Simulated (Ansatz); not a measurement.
Ideal-gas functions of CH$_{4}$BBrO, SMILES `OBCBr` at 800 K and 1 bar, from an Ansatz frequency run at PBE0-D4/def2-TZVP.

Molar mass 122.76 g/mol, point group C1 (symmetry number 1), electronic degeneracy 1, moments of inertia 33.283, 242.884, 257.926 u Å². Harmonic wavenumbers (cm⁻¹, unscaled): 76, 223, 372, 558, 661, 793, 905, 926, 1018, 1089, 1151, 1206, 1406, 1458, 2599, 3117, 3189, 3887.

Use S(trans) = R[1.5 ln M + 2.5 ln T − 1.1517]; rotational temperatures θ = 24.2544 K / I; S(rot) = R[ln(√π/σ · √(T³/θAθBθC)) + 1.5]; for each mode x = 1.438777 ν̃/T, S = R[x/(eˣ − 1) − ln(1 − e⁻ˣ)] and H = RT x/(eˣ − 1); 1 cm⁻¹ = 0.0119627 kJ/mol; R = 8.31446 J/(mol·K).

Question: By hand: the entropy, in J/(mol·K).

Answer: Translation 189.4. Rotation: θ = 0.7287, 0.0999, 0.094 K, giving 121.3. Vibration, mode by mode: 24.87, 15.97, 11.81, 8.63, 7.35, 6.03, 5.13, 4.97, 4.36, 3.94, 3.61, 3.34, 2.51, 2.33, 0.44, 0.20, 0.18, 0.06, in all 105.7. Electronic 0.0. Sum 416.4 J/(mol·K).

Question: By hand: H − E and G − E in kJ/mol, counted from the electronic energy.

Answer: Zero-point energy ½ × 24634 × 0.0119627 = 147.3; thermal vibration 43.6; translation, rotation and pV give 4 RT = 26.6. H − E = 217.5 kJ/mol, and G − E = 217.5 − 800 × 416.4/1000 = -115.6 kJ/mol.

Vibration gives 25 % of the entropy, 24.9 J/(mol·K) of it from the mode under 150 cm⁻¹: soft modes count most, and the harmonic formula is weakest for them. The sum counts one conformer and one mirror image; others add a mixing term.
